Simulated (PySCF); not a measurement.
## ³¹P chemical shifts

One conformer, averaged over atoms made equivalent by symmetry, fast rotation or ring inversion, isolated molecule, non-relativistic. Shielding tensors at PBE0/pcSseg-1 (GIAO); coordinates at the GFN2-xTB level; PySCF 2.14.

Shieldings were converted by a linear fit to measured shifts: ³¹P: δ = 270.09 − 0.828σ (rms 18.1 ppm, 64 shifts vs H3PO4, solution or neat liquid). Occasional misses reach two or three times the rms, and more in compound classes unlike the fitted ones.

**Question.** Give the ³¹P shifts of `C=P1(C)CCPCC1`, `CCP1CCPCC1`, `C=CC[P@](C)(P)=CC`, `Cc1pcpc(C)p1`, `F[C@@H]1C[Si@@H](P)C[SiH2]1`.

**Answer.** 
```json
{"compound": "[CH2:1]=[P:2]1([CH3:3])[CH2:4][CH2:5][PH:6][CH2:7][CH2:8]1", "environment": "P2: phosphorus bonded to 4 C, in a 6-membered ring", "δ (ppm)": "-13.8"}
{"compound": "[CH2:1]=[P:2]1([CH3:3])[CH2:4][CH2:5][PH:6][CH2:7][CH2:8]1", "environment": "P6: phosphorus bonded to 2 C, H, in a 6-membered ring", "δ (ppm)": "-58.3"}
{"compound": "[CH3:1][CH2:2][P:3]1[CH2:4][CH2:5][PH:6][CH2:7][CH2:8]1", "environment": "P3: phosphorus bonded to 3 C, in a 6-membered ring", "δ (ppm)": "-35.2"}
{"compound": "[CH3:1][CH2:2][P:3]1[CH2:4][CH2:5][PH:6][CH2:7][CH2:8]1", "environment": "P6: phosphorus bonded to 2 C, H, in a 6-membered ring", "δ (ppm)": "-83.1"}
{"compound": "[CH2:1]=[CH:2][CH2:3][P@:4]([CH3:5])([PH2:6])=[CH:7][CH3:8]", "environment": "P4: phosphorus bonded to 3 C, P", "δ (ppm)": "-13.8"}
{"compound": "[CH2:1]=[CH:2][CH2:3][P@:4]([CH3:5])([PH2:6])=[CH:7][CH3:8]", "environment": "P6: phosphorus bonded to P, 2 H", "δ (ppm)": "-146.5"}
{"compound": "[CH3:1][c:2]1[p:3][cH:4][p:5][c:6]([CH3:7])[p:8]1", "environment": "P8: phosphorus bonded to 2 C, in a 6-membered ring", "δ (ppm)": "221.4"}
{"compound": "[CH3:1][c:2]1[p:3][cH:4][p:5][c:6]([CH3:7])[p:8]1", "environment": "P3/5: phosphorus bonded to 2 C, in a 6-membered ring (×2)", "δ (ppm)": "217.3"}
{"compound": "F[C@@H]1C[Si@@H](P)C[SiH2]1", "environment": "phosphorus bonded to Si, 2 H", "δ (ppm)": "-243.1"}
```
